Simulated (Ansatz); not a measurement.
Species: InH₃, charge 0, multiplicity 1. 
Structure (B3LYP-D3(BJ)/def2-TZVP (Ansatz, a program for electronic structure) minimum search):
```
In
H 1 1.7305
H 1 1.7305 2 120.00
H 1 1.7305 2 120.00 3 180.00
```
Charge 0, spin multiplicity 1.

Basis-set convergence of Hartree-Fock and CCSD(T) correlation energies (hartree) with Ansatz. Cores are frozen in the correlated levels unless marked. Spin-orbit coupling is left out. The frozen core is the preceding noble-gas configuration, with the filled d and f shells of earlier blocks. In def2 rows, elements after Kr have scalar-relativistic effective core potentials.

```
basis        functions       E(HF)  E(corr, CCSD(T))
-----------  ---------  ----------  ----------------
def2-SVPD           56  -190.90583          -0.09904
def2-TZVPPD        107  -190.91411          -0.11103
def2-QZVPPD        187  -190.91569          -0.11460
```

Extrapolating the two largest sets (X = 3 and 4) as X^-3: E(corr) = (64·(-0.11460) - 27·(-0.11103))/37 = -0.1172 Eh, an estimate of the basis-set limit. The largest set recovers 97.8 % of it, the smallest 84.5 %.
